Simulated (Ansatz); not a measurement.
Cost and result up the ladder for AlH2I (4 atoms). The state is a singlet with charge 0. Geometry: PBE-D4/def2-TZVP.

Cartesian coordinates in Å:
```
Al 0.2223 0.1120 0.0436
H 0.7168 1.2036 -0.9968
H 1.0285 -0.3244 1.3391
I -1.9676 -0.9912 -0.3858
```

Ansatz on 4 threads of Arm Neoverse V2 on a shared host. Times are rough, and most runs start from the orbitals of an earlier one. ωB97M-V/def2-TZVP serves as the yardstick here, not as an exact answer. Differences are given only for rows in sets of like size (and for xTB, whose basis is part of the method), since another set adds its own error. Binding counts from free atoms at the same level (Al doublet, H doublet, I doublet; other spins of the atoms weren't run), without zero-point energy or a counterpoise term.

In the def2 sets I takes a core potential; there is no spin–orbit coupling. LC-ωPBE has ω = 0.4 bohr⁻¹. B3LYP takes the VWN-RPA correlation. Correlated methods freeze 9 core orbitals; core or outer-core shells of I are correlated, in sets that lack core-valence functions.

Correlated methods converge slowly with the basis.

| level | functions | binding energy per atom (eV) | difference from ωB97M-V/def2-TZVP (eV) |
| --- | --- | --- | --- |
| revPBE-D4/def2-TZVP | 99 | 2.27 | -0.07 |
| PBE-D4/def2-TZVP | 99 | 2.30 | -0.04 |
| HF/def2-TZVP | 99 | 1.82 | -0.51 |
| LC-ωPBE/def2-TZVP | 99 | 2.31 | -0.03 |
| PBE0-D4/def2-SVP | 54 | 2.31 | – |
| PBE-D4/def2-SVP | 54 | 2.31 | – |
| PBE0-D4/def2-TZVP | 99 | 2.31 | -0.03 |
| BHLYP-D4/def2-TZVP | 99 | 2.32 | -0.02 |
| ωB97M-V/def2-TZVP (with forces) | 99 | 2.34 | 0.00 |
| CCSD(T)/def2-TZVPP | 120 | 2.32 | -0.02 |
| r2SCAN-D4/def2-TZVP | 99 | 2.36 | 0.03 |
| B3LYP-D4/def2-TZVP | 99 | 2.33 | -0.01 |
| MP2/def2-TZVP | 99 | 2.29 | -0.05 |

(1) Estimate how long each takes.

## Answers

(1) PBE-D4/def2-SVP 0.3 s; HF/def2-TZVP 0.35 s; PBE-D4/def2-TZVP 0.45 s; revPBE-D4/def2-TZVP 0.45 s; PBE0-D4/def2-SVP 0.5 s; MP2/def2-TZVP 0.5 s; B3LYP-D4/def2-TZVP 0.6 s; BHLYP-D4/def2-TZVP 0.65 s; LC-ωPBE/def2-TZVP 0.65 s; PBE0-D4/def2-TZVP 0.8 s; r2SCAN-D4/def2-TZVP 1.1 s; ωB97M-V/def2-TZVP (with forces) 2.4 s; CCSD(T)/def2-TZVPP 2.5 s. On shared hardware such times vary by a factor of up to 3.
